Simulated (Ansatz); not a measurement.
Basis-set series for AlH5O2Si, SMILES `[OH][AlH][SiH2]O`. Total charge 0; spin multiplicity 1. The geometry is a stationary point of PBE0-D4/def2-TZVP. It is one conformer, not always the lowest.

| functional | basis | functions | energy (Eh) | HOMO (eV) | LUMO (eV) |
| --- | --- | --- | --- | --- | --- |
| PBE0-D4 | def2-SVP | 89 | -684.76318 | -7.00 | -1.31 |
| PBE0-D4 | def2-TZVPP | 216 | -685.15222 | -7.12 | -1.47 |
| ωB97M-V | def2-SVP | 89 | -685.06323 | -8.99 | 0.44 |
| ωB97M-V | def2-TZVPP | 216 | -685.45720 | -9.14 | 0.18 |

(1) Give the rows for def2-QZVPP. (Estimate.)

Answers

(1) Computed: 
```
functional       basis  functions  energy (Eh)  HOMO (eV)  LUMO (eV)
   PBE0-D4  def2-QZVPP        404   -685.17931      -7.15      -1.53
   ωB97M-V  def2-QZVPP        404   -685.48315      -9.18      -0.01
```

Positive LUMOs are unbound and depend on the basis.
